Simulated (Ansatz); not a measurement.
**Ligand exchange: Mg(CH3)Br + HI → MgH(CH3) + IBr**

Species: Mg(CH3)Br, singlet; HI (hydrogen iodide), singlet; MgH(CH3), singlet; IBr (iodine monobromide), singlet. The partners trade Br for H: Mg–Br and I–H bonds give way to Mg–H and I–Br.

Shapes, held fixed at every level: PBE0-D4/def2-TZVP. Programs: Ansatz 0.2.0. The zero-point and thermal change to 298 K, harmonic and unscaled (PBE0-D4/def2-TZVP), is -4.4 kJ/mol.

Problem. Estimate ΔH(298 K) of this reaction.

Solution. The highest level, CCSD(T)/def2-TZVPP, gives ΔH(298 K) = +261.7 kJ/mol; the levels span +234.8 to +286.7. The column of differences is taken from that level and isn't an error. No measured value is set beside it here. For atoms past krypton def2 sets carry core potentials with scalar relativity. Relativity is left out for Br unless named. Correlated rows may include outer-core shells of Br, I, Mg, which these sets cover unevenly. Times are processor times on shared x86 and Arm servers, and rough.

```
               level                    kind  ΔH(298 K) (kJ/mol)  less CCSD(T)/def2-TZVPP  CPU time (sum over the molecules)
   PBE-D4/def2-TZVPP                     GGA              +234.8                    -26.9                               11 s
r2SCAN-D4/def2-TZVPP                meta-GGA              +257.5                     -4.2                               25 s
  wB97M-V/def2-TZVPP  range-separated hybrid              +251.7                    -10.0                               50 s
   B2PLYP/def2-TZVPP           double hybrid              +255.4                     -6.3                               22 s
        MP2/def2-SVP     perturbation theory              +286.7                    +25.0                                  –
       CCSD/def2-SVP   coupled cluster or CI              +277.8                    +16.1                                  –
  CCSD(T)/def2-TZVPP   coupled cluster or CI              +261.7                      0.0                            2.9 min
```
